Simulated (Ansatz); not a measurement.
`CO[CH2][GeH3]` at its PBE0-D4/def2-TZVP geometry, where that method's forces vanish. The species carries charge 0 and has multiplicity 1.

```tsv
atom	x (Å)	y (Å)	z (Å)
C1	0.793	-1.566	1.046
O2	0.593	-0.716	-0.051
C3	-0.337	0.300	0.222
Ge4	-0.528	1.420	-1.384
H5	-0.141	-2.067	1.339
H6	1.178	-1.014	1.915
H7	1.523	-2.320	0.750
H8	-0.008	0.925	1.066
H9	-1.317	-0.120	0.493
H10	-1.547	2.536	-1.089
H11	-1.033	0.570	-2.560
H12	0.825	2.051	-1.748
```

Task: For each bond, give half the difference of the two atoms' forces along it (eV/Å; positive pushes the atoms apart) under PBE-D4, r2SCAN-D4, B3LYP-D4, ωB97M-V in def2-TZVPP. (An estimate is asked.)

Result: The calculation gave: 
```
   bond  length (Å)  PBE-D4  r2SCAN-D4  B3LYP-D4  ωB97M-V
  C1–O2       1.402    0.30       0.28      0.25     0.22
  C1–H5       1.099    0.09      -0.05     -0.07    -0.10
  C1–H6       1.099    0.09      -0.05     -0.07    -0.10
  C1–H7       1.090    0.07      -0.07     -0.13    -0.11
  O2–C3       1.404    0.26       0.25      0.23     0.25
 C3–Ge4       1.967    0.02       0.01      0.10    -0.02
  C3–H8       1.101    0.09      -0.04     -0.12    -0.11
  C3–H9       1.101    0.09      -0.04     -0.12    -0.11
Ge4–H10       1.540    0.05      -0.06     -0.03    -0.06
Ge4–H11       1.536    0.06      -0.05     -0.03    -0.07
Ge4–H12       1.536    0.06      -0.05     -0.03    -0.07
```

B3LYP here is the variant with VWN-RPA as its local correlation; programs differ in this.

Computed with Ansatz.
